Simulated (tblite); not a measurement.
Species: C6H5NO3.
SMILES with atom numbers: `[CH2:1]=[C:2]1[C:3]([NH:4][CH:5]=[O:6])=[C:7]1[O:8][CH:9]=[O:10]` (hydrogens: H11, H12 on C1; H13 on N4; H14 on C5; H15 on C9)

Computed with GFN2-xTB (tblite), gas phase: Langevin dynamics at 300 K from the optimised GFN2-xTB geometry, time step 0.5 fs, friction 0.01 fs⁻¹, 2000 steps.

Start geometry:
```
atom  x, y, z in Å
C1      0.590    2.191    1.588
C2      0.516    1.043    0.960
C3     -0.170    0.094    0.088
N4     -1.217   -0.267   -0.686
C5     -2.319    0.518   -0.906
O6     -2.494    1.610   -0.447
C7      1.021   -0.256    0.580
O8      1.969   -1.218    0.622
C9      1.726   -2.326   -0.081
O10     0.747   -2.537   -0.740
H11     1.439    2.446    2.195
H12    -0.207    2.907    1.505
H13    -1.139   -1.186   -1.113
H14    -3.037    0.008   -1.573
H15     2.570   -3.019    0.042
```

The statistics below take the 31 frames saved every 25 fs from 250 to 1000 fs; their kinetic temperature (all 3N coordinates) averages 252 K.

Q: Give the mean, spread and extremes of the bond lengths.

A: 
```csv
bond,start (Å),mean (Å),standard deviation (Å),shortest (Å),longest (Å)
C1=C2,1.311,1.315,0.016,1.287,1.348
C2–C3,1.460,1.469,0.023,1.421,1.516
C3–N4,1.351,1.353,0.019,1.306,1.391
N4–C5,1.371,1.375,0.021,1.334,1.442
C5=O6,1.198,1.198,0.013,1.177,1.233
C3=C7,1.335,1.338,0.021,1.299,1.380
C7–O8,1.351,1.358,0.024,1.298,1.410
O8–C9,1.334,1.341,0.026,1.294,1.396
C9=O10,1.199,1.200,0.018,1.163,1.236
C2–C7,1.445,1.447,0.028,1.392,1.503
C1–H11,1.075,1.076,0.027,1.013,1.134
C1–H12,1.074,1.074,0.022,1.031,1.108
N4–H13,1.017,1.021,0.025,0.981,1.072
C5–H14,1.105,1.110,0.030,1.052,1.180
C9–H15,1.099,1.106,0.028,1.053,1.172
```

Q: Give the same statistics for bond angles, one of each kind among heavy atoms.

A: 
```tsv
angle	start (°)	mean (°)	standard deviation (°)	smallest (°)	largest (°)
C1–C2–C3	151.9	151.2	4.1	144.1	164.3
C1–C2–C7	153.4	153.0	4.3	141.5	161.2
C3–C2–C7	54.7	54.6	1.3	51.9	57.0
C2–C3–N4	151.6	151.0	4.4	144.0	159.8
C2–C3–C7	62.0	61.9	1.6	58.9	65.3
N4–C3–C7	146.3	145.9	4.5	137.8	154.2
C3–N4–C5	124.2	124.1	4.6	113.1	133.3
N4–C5–O6	125.3	125.3	2.8	117.2	130.1
C3–C7–O8	145.5	144.8	3.7	134.2	153.3
C2–C7–C3	63.2	63.5	1.6	59.9	66.2
C2–C7–O8	151.3	150.0	4.2	138.5	157.7
C7–O8–C9	116.6	116.8	2.7	111.2	122.4
O8–C9–O10	125.7	125.6	2.7	120.5	129.5
```

Q: How far does each atom move about its mean position (frames aligned on the start, all atoms weighted alike), and what rms force does it feel?

A: 
```csv
atom,rms displacement (Å),rms force (eV/Å)
C1,0.12,1.61
C2,0.12,1.69
C3,0.18,1.67
N4,0.14,1.38
C5,0.15,1.55
O6,0.31,1.22
C7,0.19,1.50
O8,0.18,1.30
C9,0.11,1.80
O10,0.30,1.53
H11,0.20,1.02
H12,0.26,0.83
H13,0.23,1.01
H14,0.24,0.94
H15,0.23,0.79
```

The displacements run from 0.11 to 0.31 Å, the largest at O6.

Q: How widely does the potential energy scatter, against a harmonic estimate?

A: Mean 0.41 eV above the start, standard deviation 0.078 eV, range 0.27 to 0.60 eV. For 39 classical harmonic modes at 300 K the canonical values are 39kT/2 = 0.50 eV and kT·√(39/2) = 0.114 eV.

The run is classical and short, so these are rough statistics of one trajectory.

What follows is the cost of the whole dynamics run. Time: 12 s of wall time; peak memory 0.18 GiB. Hardware: an Arm Neoverse V1 with one thread, shared host.
